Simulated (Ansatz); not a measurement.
Geometry optimisation, RHF/def2-SVP (Ansatz 0.2.0).

Input file:

```yaml
crystal:
  periodic: [false, false, false]
  atoms:
    - { symbol: Hf, position_ang: [0.004086, 0.184016, 0.054475] }
    - { symbol: "N", position_ang: [0.077873, 0.242019, 2.194066] }
    - { symbol: H, position_ang: [-0.69174, 0.542141, 2.772243] }
    - { symbol: H, position_ang: [0.933803, 0.332603, 2.719763] }
    - { symbol: Cl, position_ang: [2.117887, 0.619574, -0.898514] }
    - { symbol: Cl, position_ang: [-1.460575, 1.917163, -0.589142] }
    - { symbol: Cl, position_ang: [-1.050629, -1.829317, -0.773001] }
    - { symbol: O, position_ang: [1.277666, -2.427056, 1.520763] }
    - { symbol: Al, position_ang: [0.586813, -3.853407, 0.857085] }
    - { symbol: H, position_ang: [1.357509, -4.50767, -0.343999] }
    - { symbol: H, position_ang: [-0.634181, -4.517816, 1.60095] }
    - { symbol: H, position_ang: [0.866787, -1.883951, 2.211409] }
basis:
  gaussian: { orbitals: def2-SVP }
hamiltonian:
  xc: hf
relax:
  f_tol: 0.03
  max_steps: 50
```

Command:

```bash
$ ansatz run input.yaml --threads 4 --pin off --max-ram 5120MiB --backend cpu --events-out ev --progress --plain --runs-dir out
```

Task: Where does it end, and by what steps?

Result: It converged. After 25 steps the energy has fallen by 1.502 eV; H12 moved furthest, 1.78 Å. Joined: Hf1–O8, Hf1–Al9, Cl7–Al9.

| step | energy less start (eV) | largest force component (eV/Å) | accepted |
| --- | --- | --- | --- |
| 0 | 0.0000 | 2.282 | yes |
| 1 | -0.2417 | 1.508 | yes |
| 2 | -0.6015 | 2.143 | yes |
| 3 | -0.8781 | 3.000 | yes |
| 4 | -1.1545 | 2.110 | yes |
| 5 | -1.2763 | 0.829 | yes |
| 6 | -1.2783 | 1.570 | yes |
| 7 | -1.3829 | 0.677 | yes |
| 8 | -1.3942 | 0.496 | yes |
| 9 | -1.4260 | 0.304 | yes |
| 10 | -1.4336 | 0.268 | yes |
| 11 | -1.4556 | 0.142 | yes |
| 12 | -1.4613 | 0.424 | yes |
| 13 | -1.4598 | 0.442 | no |
| 14 | -1.4675 | 0.281 | yes |
| 15 | -1.4769 | 0.167 | yes |
| 16 | -1.4847 | 0.240 | yes |
| 17 | -1.4823 | 0.675 | no |
| 18 | -1.4911 | 0.209 | yes |
| 19 | -1.4951 | 0.250 | yes |
| 20 | -1.4949 | 0.517 | no |
| 21 | -1.4984 | 0.057 | yes |
| 22 | -1.5005 | 0.158 | yes |
| 23 | -1.5011 | 0.153 | yes |
| 24 | -1.5018 | 0.084 | yes |
| 25 | -1.5021 | 0.030 | yes |

```xyz
12
Properties=species:S:1:pos:R:3
Hf 0.247 -0.154 0.446
N -0.251 0.369 2.314
H -0.892 1.109 2.550
H 0.138 -0.014 3.160
Cl 2.464 0.635 -0.074
Cl -1.060 1.344 -0.888
Cl -1.343 -2.129 -0.297
O 1.211 -2.046 0.898
Al 0.216 -3.590 0.657
H 0.869 -4.496 -0.451
H -0.367 -4.130 2.014
H 2.154 -2.079 0.999
```

Whether the end is a true minimum wasn't checked by a vibrational analysis.

The run took 2.2 min on 4 threads of Arm Neoverse N1, with other jobs on the host, peak memory 0.51 GiB.
